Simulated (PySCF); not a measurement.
Isomers of C10H8N2, from PySCF, PBE0-D3(BJ)/def2-SVP geometry optimisation, gas phase. One conformer each, no zero-point energy, no frequencies.

Question: Which isomer lies lower at this level?
A. `[cH:1]1[cH:2][c:3](-[c:4]2[cH:5][cH:6][n:7][cH:8][cH:9]2)[cH:10][cH:11][n:12]1` with C2–C3–C4–C5 -35°: A = 3039, B = 542.7, C = 473.6 MHz, dipole 0.01 D
B. `[cH:1]1[cH:2][cH:3][c:4](-[c:5]2[cH:6][cH:7][cH:8][cH:9][n:10]2)[n:11][cH:12]1` with C3–C4–C5–C6 180°: A = 2954, B = 589.2, C = 491.2 MHz, dipole 0.01 D

Answer: B. That is `c1ccc(-c2ccccn2)nc1`, 6.8 kcal/mol below the other.

```json
{"SMILES": "c1ccc(-c2ccccn2)nc1", "mapped SMILES": "[cH:1]1[cH:2][cH:3][c:4](-[c:5]2[cH:6][cH:7][cH:8][cH:9][n:10]2)[n:11][cH:12]1", "E (Eh)": "-494.47428", "relative (kcal/mol)": "0.0", "relative (kJ/mol)": "0.0", "dipole (D)": "0.01"}
{"SMILES": "c1cc(-c2ccncc2)ccn1", "mapped SMILES": "[cH:1]1[cH:2][c:3](-[c:4]2[cH:5][cH:6][n:7][cH:8][cH:9]2)[cH:10][cH:11][n:12]1", "E (Eh)": "-494.46353", "relative (kcal/mol)": "6.8", "relative (kJ/mol)": "28.2", "dipole (D)": "0.01"}
```
